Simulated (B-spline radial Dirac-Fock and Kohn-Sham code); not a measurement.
# Kohn-Sham estimates against Dirac-Fock for the levels of Nd⁵⁶⁺

System: neodymium as Nd⁵⁶⁺ in the configuration 1s2 2s2.

The density-functional columns are spherical, spin-unpolarised Dirac-Kohn-Sham results without Breit or QED terms: −ε is minus the orbital energy of the initial state and ΔSCF the difference of two total energies. The reference in the last column comes from Dirac-Fock (average of configuration) total-energy differences with a finite nucleus, the Breit interaction including its frequency dependence, and self-energy and vacuum-polarisation corrections. All numbers are from a radial atomic solver, in eV; a selection of levels is shown. The Kohn-Sham columns are given as differences from the reference. For the 1s level of heavy atoms much of the gap between ΔSCF and the reference is the Breit and QED part, -149.4 eV here; for other levels the error of the functional can be larger.

```
level  LDA −ε − DF  LDA ΔSCF − DF  Dirac-Fock
   1s       -324.7         +161.0     49633.7
   2s        -85.3          +31.0     12081.5
```

For the outermost level NIST gives 12082 ± 5 eV (theoretical); the differences from it are LDA −ε -85.83, LDA ΔSCF +30.51, Dirac-Fock -0.52 eV.

Values without a named source are computed, but for edge energies of neutral atoms, which are taken from tables.
